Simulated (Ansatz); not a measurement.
Job for Ansatz (a quantum-chemistry and plane-wave program): R-wB97X-V/def2-TZVPP on H2OSTe (SMILES O[Te]S), a point of a torsion scan. Elements past Kr take the def2 small-core potentials; no spin–orbit coupling.

Ansatz 0.2 input:
```yaml
crystal:
  periodic: [false, false, false]
  atoms:
    - {symbol: O, position_ang: [-1.10684446, 0.53103257, -0.34433469]}
    - {symbol: Te, position_ang: [-0.53972953, -1.27646002, -0.97941488]}
    - {symbol: S, position_ang: [0.50512653, -0.51650951, -2.95934576]}
    - {symbol: H, position_ang: [-2.05862429, 0.58715185, -0.25608012]}
    - {symbol: H, position_ang: [-0.54507320, -0.53889393, -3.77857511]}
basis:
  gaussian:
    orbitals: def2-TZVPP
hamiltonian:
  xc: {name: wB97X-V}
scf: {lower_state_search: off}
```

The head of its log:

```
WARN ansatz: RAYON_NUM_THREADS=1 ignored (pool sized by the plan → 1); use --threads N
Functional definition: wB97X-V
these checks for a lower state are left out or cut short: stability, starts, cluster_reference, orbital_swaps, neighbouring_geometries, increment
integrals: 0.09 GiB planned
971 factors; their error is unknown
integrals: 0.12 GiB planned
194 factors; integrals over basis functions are off by at most 4.4e-5 eV
mean field: 0.75 GiB planned
mean field evaluation 1: about -20203.0736 eV, gradient 4.7e1 eV
mean field evaluation 2: about -20199.3883 eV, gradient 6.7e1 eV
```

Question: Give the final energy of this run.

Answer: -742.5944 hartree.
